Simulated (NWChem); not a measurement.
System: GeH3O2Cl; SMILES [OH][GeH]([OH])[Cl]

NWChem input:

```
start job
memory heap 200 mb stack 900 mb global 1100 mb
geometry units angstroms noautoz
  Ge    -0.006508     0.409100     0.352666
  O     -1.383990     1.214410    -0.429134
  O      1.511616     1.129115    -0.255058
  Cl     0.094670    -1.707115    -0.186118
  H     -0.221599     0.573109     1.865287
  H     -1.239949     1.294550    -1.391563
  H      2.101499     0.422167    -0.580717
end
basis spherical
  * library pcseg-2
end
dft
  xc xpbe96 cpbe96
  iterations 150
  semidirect filesize 400000000
  mulliken
end
task dft energy
```

The geometry was optimised at PBE-D3(BJ)/def2-SVP.

Question: What results follow from this input? (PBE/pcseg-2.) Quantities: basis functions; energy (Ha); highest occupied level (eV); orbital gap (eV); dipole (D).

Answer: 
| Property | Result |
|---|---|
| number of basis functions | 179 |
| energy (Ha) | -2689.04 |
| highest occupied level (eV) | -7.62 |
| orbital gap (eV) | 6.04 |
| dipole (D) | 0.88 |
